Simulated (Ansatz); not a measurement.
C7H14 can be A, `C[C@@H]1CC[C@@H](C)C1`, or B, `CCC1CCCC1`.

Calculated with Ansatz (gas phase, PBE0-D4/def2-TZVP geometries, no zero-point term in ΔE). CCSD(T)/CBS adds triple-zeta CCSD(T) − MP2 to the extrapolated MP2 energy (def2 sets, frozen cores). DFT in def2-TZVPP. B3LYP here is the variant with VWN-RPA as its local correlation; programs differ in this. Each species was taken in one conformer, which may not be the lowest.

(1) Which is lower in electronic energy at CCSD(T)/CBS, and by how much? (Best estimate.)

(2) Give E(B) − E(A) in kJ/mol with PBE0-D4, CCSD/def2-TZVPP, ωB97M-V, HF/def2-TZVPP, B3LYP-D4, LDA (SPW92), B2PLYP. (An estimate is asked.)

Largest T1 diagnostic: 0.009.

## Answers

(1) Computed: A, by 5.9 kJ/mol.

(2) Ansatz gave: PBE0-D4 5.5, CCSD/def2-TZVPP 5.8, ωB97M-V 5.7, HF/def2-TZVPP 4.4, B3LYP-D4 5.8, LDA (SPW92) 6.3, B2PLYP 5.5. None reverses the order clearly.

Leaving LDA and LC-ωPBE aside and taking each functional with its dispersion term where it has one, the values, not all of them listed here, spread over 1.1 kJ/mol, from ωB97X-V to B97M-V.
